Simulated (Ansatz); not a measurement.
`C[SiH2]C(O)F` and `OC(F)BCl` differ in one atom or group.

Ansatz, PBE0-D4/def2-TZVP geometries, multiplicity 1. Each molecule was computed in one conformer, which needn't be the lowest.

```csv
property,`C[SiH2]C(O)F`
HOMO–LUMO gap (ωB97M-V/def2-TZVPP) / eV,12.69
HOMO–LUMO gap (B3LYP/def2-TZVPP) / eV,8.34
HOMO energy (PBE0/def2-TZVPP) / eV,-8.25
LUMO energy (B3LYP/def2-TZVPP) / eV,0.28
LUMO energy (PBE0/def2-TZVPP) / eV,0.61
HOMO energy (B3LYP/def2-TZVPP) / eV,-8.06
```

What does the change do to each property? (Best estimate.)

Ansatz gave: 
```
                               property  `OC(F)BCl`  shift
HOMO–LUMO gap (ωB97M-V/def2-TZVPP) / eV       11.16  -1.53
  HOMO–LUMO gap (B3LYP/def2-TZVPP) / eV        6.36  -1.98
     HOMO energy (PBE0/def2-TZVPP) / eV       -8.63  -0.38
    LUMO energy (B3LYP/def2-TZVPP) / eV       -2.07  -2.35
     LUMO energy (PBE0/def2-TZVPP) / eV       -1.86  -2.47
    HOMO energy (B3LYP/def2-TZVPP) / eV       -8.43  -0.37
```

With PBE0 the HOMO falls by 0.38 eV and the LUMO falls by 2.47 eV, so the gap narrows by about 2.09 eV. PBE moves the HOMO by -0.39 eV and ωB97M-V by -0.37 eV.

B3LYP here is the variant with VWN-RPA as its local correlation; programs differ in this.
